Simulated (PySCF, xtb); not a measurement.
**Relaxing a trial structure of H7N2OSi+**

The starting geometry of this gas-phase singlet was built from a drawn formula by distance geometry and a force field; its bonds are those of `[NH3+]ON[SiH3]`.

```xyz
11

N     1.5967   -0.9691    0.3861
N     0.5478    1.0362    0.0854
O     1.1722   -0.0657   -0.5725
Si   -0.9508    1.3459   -0.7471
H     1.3033   -0.5772    1.3343
H     2.5815   -1.1397    0.3987
H     1.0880   -1.8979    0.3124
H     1.1331    1.8403   -0.1339
H    -1.5165    2.5290   -0.0011
H    -0.6305    1.6448   -2.1218
H    -1.7190    0.1081   -0.5727
```

Problem. Where would you expect an optimisation with r2SCAN-D4/def2-SVP to take it?

Solution. It loosens into H4NOSi + H3N, which stay close as a complex (formulas without charges). Distances that change by over a tenth: N2–O3 (1.43 → 1.23 Å). Contacts that open: N1–O3 (1.38 → 2.08 Å).

The energy falls by 0.87 eV over 33 steps:

| step | E − E(last) (eV) |
| --- | --- |
| 1 | 0.873 |
| 5 | 0.530 |
| 8 | 0.506 |
| 12 | 0.255 |
| 15 | 0.024 |
| 19 | 0.003 |
| 22 | 0.002 |
| 26 | 0.000 |
| 29 | 0.000 |
| 33 | 0.000 |

Final geometry (Å):

```yaml
atoms:
  - { symbol: N, position_ang: [1.1713, -0.8204, 1.1882] }
  - { symbol: N, position_ang: [0.0818, 1.7003, 0.2742] }
  - { symbol: O, position_ang: [0.9271, 0.8565, -0.0194] }
  - { symbol: Si, position_ang: [-1.6879, 1.5703, -0.3094] }
  - { symbol: H, position_ang: [0.3652, -1.2044, 1.6838] }
  - { symbol: H, position_ang: [1.9295, -0.5751, 1.8253] }
  - { symbol: H, position_ang: [1.4983, -1.4528, 0.4577] }
  - { symbol: H, position_ang: [0.4098, 2.4514, 0.9184] }
  - { symbol: H, position_ang: [-2.1914, 2.9525, -0.1509] }
  - { symbol: H, position_ang: [-1.5654, 1.0557, -1.6896] }
  - { symbol: H, position_ang: [-2.2762, 0.5984, 0.6484] }
```

From the same start GFN2-xTB reaches the same bonding as this run.

No frequencies were run, so the end isn't proven a minimum. Run with PySCF 2.14.0, 6.8 min on 2 threads of Arm Neoverse V1, with other jobs on the host.
